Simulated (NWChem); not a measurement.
# GeSiH5Cl; SMILES Cl[SiH2][GeH3]

Computed with NWChem. Pople sets run with spherical d functions. All runs use the structure optimised with PBE-D3(BJ)/def2-SVP. Ions are spin-unrestricted doublets at the neutral geometry; other ion states weren't tried.

For level PBE/6-31G*:

```
Item                                   Result
-------------------------------------  ------
vertical ionisation energy, ΔSCF (eV)    9.83
−ε(HOMO) (eV)                            6.94
```

### Question
Estimate the same quantities for level PBE0/6-31G*.

### Answer
The vertical ionisation energy, ΔSCF (eV) comes out as 10.16 and the −ε(HOMO) (eV) comes out as 8.14.
